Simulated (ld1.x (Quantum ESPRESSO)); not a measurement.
# S: TM pseudisation with PBEsol, non-relativistic reference atom.

* Element: S (Z = 16)
* Generator: ld1.x (Quantum ESPRESSO) 7.5
* Type: norm-conserving Troullier–Martins (Kleinman–Bylander form)
* Functional: PBEsol
* Relativity: non-relativistic
* Frozen core: [Ne]
* Valence charge: 6
* Reference configuration: 3s2 3p3.5 (charge +0.5)
* Partial waves: 3p (bound): rc 1.25 bohr; 3d channel at 0.3 Ry: rc 1.15 bohr; 3s (bound): rc 1.05 bohr
* Local potential: the s channel
* Core correction: none

All-electron outer shells of the reference configuration (PBEsol, non-relativistic, ld1.x):

| shell | level (eV) | outermost node (bohr) | outermost maximum (bohr) |
| --- | --- | --- | --- |
| 3s | -22.06 | 0.60 | 1.40 |
| 3p | -11.68 | 0.58 | 1.57 |

(1) Estimate the cutoffs (Ry, on a coarse ladder) from which the occupation-weighted sum of valence levels, in a spherical-Bessel basis at the reference potential, stays within 10 and 1 mRy of its value at 400 Ry.

(2) Does the potential have ghost states?

(3) Which valence shell sets the plane-wave cutoff?

(4) Tests: 3s2 3p4; 3s2 3p3; 3s2 3p2; 3s2 3p1; 3s1 3p5; 3s0 3p6; 3s2 3p4.3. Which has the largest error in its energy relative to the reference configuration, and how large is it?

Results:

(1) 100 Ry and 200 Ry.

(2) No extra level below or beside the all-electron valence levels (p, d, s, f tested).

(3) 3s: its level needs 140 Ry to come within 1 mRy, against 70 Ry for 3p.

(4) 3s2 3p1, with +97 meV (all-electron minus pseudo) on +63.36 eV.
